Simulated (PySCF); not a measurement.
# C₆ coefficients of unlike pairs at UHF

Calculated with PySCF 2.14 from the dipole response of each species, C₆(A,B) = (3/π) ∫ α_A(iu) α_B(iu) du, in atomic units, from isotropic polarisabilities. For ions this is the dispersion term alone; charge-induced terms of lower order in 1/R come first.

```
species                configuration                                                                               basis      relativity  α (bohr³)  C₆ (like pair)
    Kr⁺       [Ar] 3d10 4s2 4p5 (2P)                                      aug-cc-pwCVQZ-PP with ECP10MDF (10s9p8d6f4g1h)  core potential      10.56           65.02
     Pb  [Xe] 4f14 5d10 6s2 6p2 (3P)                                           aug-cc-pVQZ-PP with ECP60MDF (7s7p5d3f2g)  core potential      62.86           741.1
    Se⁺       [Ar] 3d10 4s2 4p3 (4S)                                         aug-cc-pV5Z-PP with ECP10MDF (8s7p6d4f3g2h)  core potential      14.13           86.86
    Rb⁺                    [Kr] (1S)  x2c-QZVPPall with one added diffuse shell each of s, p, d, f, g type (14s9p8d4f3g)   spin-free X2C      8.990           53.49
```

Question: Estimate C₆ for Se⁺ with Kr⁺.

Answer: The integral gives 74.41. The combination rule 2 C_A C_B / (C_A α_B/α_A + C_B α_A/α_B) gives 74.35 and the geometric mean 75.15.

No spin-orbit coupling is included, so Pb, close to jj coupling, stand for model states.

The other pairs:

```json
{"pair": "Se⁺, Pb", "C₆": "240.4"}
{"pair": "Rb⁺, Se⁺", "C₆": "66.86"}
{"pair": "Rb⁺, Kr⁺", "C₆": "58.87"}
{"pair": "Rb⁺, Pb", "C₆": "175.8"}
{"pair": "Pb, Kr⁺", "C₆": "198.5"}
```
